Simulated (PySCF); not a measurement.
An excited-state job on `N1[SiH2]N[SiH2]N[SiH2]1`.

Method: TDDFT B3LYP/def2-SVPD, vertical, gas phase, core orbitals frozen in the response (PySCF 2.14.0, density-fitted response routines). Geometry: PBE0-D3(BJ)/def2-SVP. The input is one job of a driver script: a line of settings, then coordinates in Å.

Input:
```
{"job": {"kind": "uv", "xc": "B3LYP", "basis": "def2-SVPD", "ip": true}, "charge": 0, "multiplicity": 1}
N      0.539721     0.951880    -1.287098
Si    -0.772450     1.485349    -0.265184
N     -1.642837     0.118800     0.386375
Si    -0.774591    -1.213422     1.081428
N      0.903050    -0.866418     0.746413
Si     1.634905    -0.269367    -0.721713
H      0.474318     1.135814    -2.282776
H     -1.718334     2.290302    -1.094462
H     -0.232603     2.321085     0.846072
H     -2.609883    -0.009655     0.107223
H     -0.877177    -1.346907     2.568896
H     -1.287918    -2.489004     0.485285
H      1.541462    -1.016106     1.522177
H      1.816014    -1.287720    -1.805907
H      2.997484     0.211359    -0.330557
```

Output:
```
coarse grid: 13640 points
cycle   1  E = -1037.7361975137  dE =  4.739e-01  |g| = 7.685e-01  |ddm| = 5.319e+00
cycle   2  E = -1037.5254261152  dE =  2.108e-01  |g| = 1.210e+00  |ddm| = 2.480e+00
cycle   3  E = -1037.8598333816  dE = -3.344e-01  |g| = 7.758e-02  |ddm| = 1.675e+00
cycle   4  E = -1037.8615937254  dE = -1.760e-03  |g| = 2.256e-02  |ddm| = 1.933e-01
cycle   5  E = -1037.8617307788  dE = -1.371e-04  |g| = 6.854e-03  |ddm| = 5.132e-02
cycle   6  E = -1037.8617395628  dE = -8.784e-06  |g| = 3.401e-03  |ddm| = 1.185e-02
cycle   7  E = -1037.8617422030  dE = -2.640e-06  |g| = 2.481e-04  |ddm| = 4.280e-03
final grid: 117104 points
cycle   8  E = -1037.9857125245  dE = -1.796e-05  |g| = 4.461e-03  |ddm| = 8.779e-02
cycle   9  E = -1037.9857050247  dE =  7.500e-06  |g| = 7.333e-03  |ddm| = 1.321e-02
cycle  10  E = -1037.9857170468  dE = -1.202e-05  |g| = 1.566e-04  |ddm| = 8.165e-03
cycle  11  E = -1037.9857170517  dE = -4.878e-09  |g| = 1.032e-04  |ddm| = 5.995e-04
cycle  12  E = -1037.9857170536  dE = -1.984e-09  |g| = 4.362e-05  |ddm| = 1.638e-04
cycle  13  E = -1037.9857170541  dE = -4.425e-10  |g| = 4.632e-06  |ddm| = 7.063e-05
converged SCF energy = -1037.9857170541

Static polarisability (au): isotropic 96.416, principal 85.172 101.823 102.254

Singlet excitations
state   eV       nm        f      main configurations
  1   6.0509    204.9   0.00049   H->L 0.98
  2   6.1369    202.0   0.01683   H-1->L 0.95
  3   6.2176    199.4   0.02323   H->L+1 0.86, H-1->L+2 0.11
  4   6.3088    196.5   0.00797   H->L+2 0.71, H-1->L+1 0.25
  5   6.5802    188.4   0.00187   H-1->L+2 0.69, H-1->L+1 0.12, H->L+1 0.09
  6   6.5937    188.0   0.00800   H-1->L+1 0.58, H->L+2 0.21, H-1->L+2 0.15
  7   6.8347    181.4   0.00388   H-2->L 0.91
  8   7.0356    176.2   0.00671   H->L+4 0.79, H->L+3 0.13
  9   7.1192    174.2   0.01413   H-1->L+4 0.39, H-2->L+1 0.39, H-1->L+3 0.11
 10   7.1484    173.4   0.00300   H->L+3 0.78, H->L+4 0.09

Triplet excitations (Tamm-Dancoff, eV): 5.8989 5.9438 5.9790 5.9986
Vertical ionisation energy (delta-SCF) = 8.9329 eV
```

The SCF starts on a coarse grid where the log names one; the energy can jump when the final grid takes over, and dE then counts from the start density on the new grid. H and L stand for HOMO and LUMO; the number after each pair is its weight.

Q: Give S1 in cm⁻¹ and kJ/mol.

A: 6.0509 eV × 8065.54 = 48804 cm⁻¹; × 96.485 = 583.8 kJ/mol.

Q: Give the mean polarisability as a volume in Å³, and the ratio of the largest to the smallest principal value.

A: 96.416 au × 0.148185 = 14.29 Å³; 102.254/85.172 = 1.20.

Summary of the converged run: HOMO -7.00 eV, LUMO -0.05 eV; lowest singlet 6.05 eV; lowest triplet 5.90 eV (Tamm–Dancoff); mean polarisability 96.4 au.

Q: Estimate the wall time. Hardware: one thread, Arm Neoverse V1, shared host.

A: About 3.7 min.

One conformer stands for the species.
Labels such as C1 count atoms from 1, the log's own numbers from 0.
